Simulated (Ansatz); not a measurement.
C6H12O2 can be A, `CCCC(=O)OCC`, or B, `CC(=O)OC(C)(C)C`.

Computed with Ansatz on PBE0-D4/def2-TZVP structures; ΔE is electronic, products minus reactants. CCSD(T)/CBS is the MP2 limit (def2-TZVPP, def2-QZVPP) plus CCSD(T) − MP2 in def2-TZVPP, frozen cores. Functionals use def2-TZVPP. B3LYP here is the variant with VWN-RPA as its local correlation; programs differ in this. One conformer a species, not always the lowest.

A:

Z-matrix (Å, degrees):
```
C
C 1 1.519
H 1 1.094 2 111.2
H 1 1.092 2 111.2 3 -119.9
H 1 1.092 2 111.0 3 120.3
C 2 1.518 1 112.9 3 -59.1
H 2 1.093 1 109.7 3 179.3
H 2 1.094 1 109.8 3 62.1
C 6 1.505 2 113.2 1 -69.1
H 6 1.096 2 110.8 1 171.8
H 6 1.093 2 111.8 1 53.9
O 9 1.203 6 125.2 2 -20.9
O 9 1.340 6 111.1 2 160.7
C 13 1.433 9 116.5 6 178.1
C 14 1.509 13 111.4 9 84.8
H 14 1.091 13 108.9 9 -38.1
H 14 1.091 13 104.6 9 -154.8
H 15 1.091 14 110.7 13 -64.6
H 15 1.093 14 109.8 13 176.0
H 15 1.092 14 110.8 13 56.4
```

B:

Z-matrix (Å, degrees):
```
C
C 1 1.501
H 1 1.087 2 109.5
H 1 1.091 2 110.0 3 -121.2
H 1 1.092 2 109.8 3 120.9
O 2 1.336 1 110.2 3 179.0
O 2 1.203 1 124.4 3 -1.0
C 6 1.458 2 121.5 1 179.8
C 8 1.519 6 110.2 2 -62.1
C 8 1.519 6 110.2 2 62.2
C 8 1.518 6 102.9 2 -179.9
H 9 1.092 8 110.3 6 -53.8
H 9 1.092 8 109.2 6 -172.4
H 9 1.088 8 111.4 6 67.5
H 10 1.092 8 110.3 6 53.8
H 10 1.092 8 109.2 6 172.4
H 10 1.088 8 111.4 6 -67.4
H 11 1.092 8 110.0 6 -180.0
H 11 1.092 8 110.6 6 -60.1
H 11 1.092 8 110.6 6 60.1
```

Problem. Which is lower in electronic energy at CCSD(T)/CBS, and by how much? (An estimate is asked.)

Solution. Computed: B, by 4.6 kcal/mol.

Problem. Give E(B) − E(A) in kcal/mol with CCSD(T)/def2-SVP, PBE-D4, CCSD(T)/def2-TZVPP, B3LYP-D4, r2SCAN-D4, B3LYP, HF/def2-TZVPP. (Best estimate.)

Solution. The calculation gave: CCSD(T)/def2-SVP -4.4, PBE-D4 -3.3, CCSD(T)/def2-TZVPP -4.4, B3LYP-D4 -3.6, r2SCAN-D4 -4.5, B3LYP -2.0, HF/def2-TZVPP -1.5. None reverses the order clearly.

Largest T1 diagnostic: 0.013.

From BLYP to BHLYP (50 % exact exchange), in def2-TZVPP and without D4, E(B) − E(A) moves by −0.8 kcal/mol. Leaving LDA and LC-ωPBE aside and taking each functional with its dispersion term where it has one, the values, not all of them listed here, spread over 1.6 kcal/mol, from B97M-V to HSE06-D4. LDA lies −2.6 kcal/mol from PBE without D4.
